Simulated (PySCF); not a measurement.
**Telling isomers of C3H4ClF3O apart by NMR**

PySCF 2.14 calculation with GFN2-xTB geometry and shieldings: GIAO PBE0/pcSseg-1; fast rotation and ring inversion assumed for equivalent nuclei, a single conformation, no relativistic terms, in vacuum.

δ = σ(ref) − σ, references computed at the same level: ¹H and ¹³C against TMS. Splittings of carbon signals by F and P are missing where no couplings were computed. Where no couplings were computed, multiplicities follow the n + 1 count of equivalent neighbours, and m marks all less simple cases (inequivalent or close neighbours, rings, F or P nearby). Shifts are as computed. Against solution values, carbons near 30 ppm lie about +3 ppm off and those near 130 ppm about +5 ppm; carbons on Cl a further +6 ppm. Of 1211 compounds with measured shifts, 218 miss one by over three times the rms of a fit or turn the order of signals round; such compounds aren't used in these exercises. Carbons bonded to Cl come out too deshielded.

(1) Tabulate the signals of `COC(F)(F)[C@H](F)Cl`, `FC(F)(F)OCCCl` and their relative energies.

(2) What is the quickest way to tell COC(F)(F)[C@H](F)Cl from FC(F)(F)OCCCl?

Results:

(1) 
| SMILES | carbon types | δC | δH | E rel. (kcal/mol) |
| --- | --- | --- | --- | --- |
| COC(F)(F)[C@H](F)Cl | 1×C 1×CH 1×CH3 | 128.6, 106.4, 52.9 | 6.17 (m, 1H), 3.95 (s, 3H) | 14.6 |
| FC(F)(F)OCCCl | 1×C 2×CH2 | 130.8, 73.4, 49.2 | 4.35 (t, 2H), 3.86 (t, 2H) | 0.0 |

Energies are electronic energies at PBE0/pcSseg-1 on these geometries, without zero-point or thermal terms, each for the one conformer computed, which needn't be the lowest.

(2) Both give the same number of carbon signals, but DEPT or the intensities differ. The first has an sp3 CH bonded to Cl and F at 106.4 ppm, the second an sp3 CH2 bonded to O at 73.4 ppm. Their most deshielded carbons lie at 128.6 and 130.8 ppm. In the proton spectra the most deshielded non-exchanging signals are 6.17 (m, 1H) and 4.35 (t, 2H).
